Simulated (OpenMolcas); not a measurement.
**4f⁶ along the 60-electron sequence**

```
Program             : OpenMolcas
Method              : CASSCF
Basis               : ANO-R3
Scalar Hamiltonian  : X2C, finite nucleus
Spin-orbit coupling : state interaction with AMFI integrals over the reference wave functions, term energies averaged over their components
```

Active space for each ion: 6 electrons in 7 orbitals (4f).

Computed levels in cm-1 above ⁷F₀:

```csv
Level,Sm2+,Eu3+,Gd4+
⁷F₁,289,380,489
⁷F₂,819,1065,1352
⁷F₃,1531,1970,2470
⁷F₄,2373,3023,3752
⁷F₅,3305,4175,5134
⁷F₆,4296,5384,6566
⁵D₀(1),18820,20880,22592
⁵D₁(1),20111,22564,24729
⁵D₂(1),22156,25146,27891
weight of ⁷F in the lowest level (%),96,95,94
```

Measured, with the error of the calculation in %. Measured levels: Sm2+ from Martin, Zalubas and Hagan, Atomic Energy Levels: The Rare-Earth Elements, NSRDS-NBS 60 (1978).

```json
{"Level": "⁷F₁", "Sm2+": "293 (-1.6)"}
{"Level": "⁷F₂", "Sm2+": "814 (+0.7)"}
{"Level": "⁷F₃", "Sm2+": "1493 (+2.5)"}
{"Level": "⁷F₄", "Sm2+": "2278 (+4.2)"}
{"Level": "⁷F₅", "Sm2+": "3132 (+5.5)"}
{"Level": "⁷F₆", "Sm2+": "4027 (+6.7)"}
```

The fine-structure level ⁷F₆ changes by a factor of 1.53 from Sm2+ to Gd4+. Its fourth root runs 8.10, 8.57, 9.00, with steps per unit of Z of 0.47, 0.44; equal steps would mean a (Z - σ)^4 law with constant σ.

⁵D₀(1) changes by a factor of 1.2 over the same range, with steps per unit of Z of +2060, +1710 cm-1.

High states are left out of the spin-orbit mixing, which shifts the levels that they would mix with. Without dynamic correlation excited terms often stand tens of per cent too high (terms of higher spin than the ground term too low), and those without a measured partner can miss by more than the paired ones. Computed and measured levels are paired by configuration, term and J; levels that our copy of the source lacks, or whose pairing is in doubt (as where it misses far off the trend of its configuration), stay unpaired and out of the deviations. Levels of configurations outside the active space are missing.

A number in round brackets counts repeated terms of one configuration in the order of the reference energies.
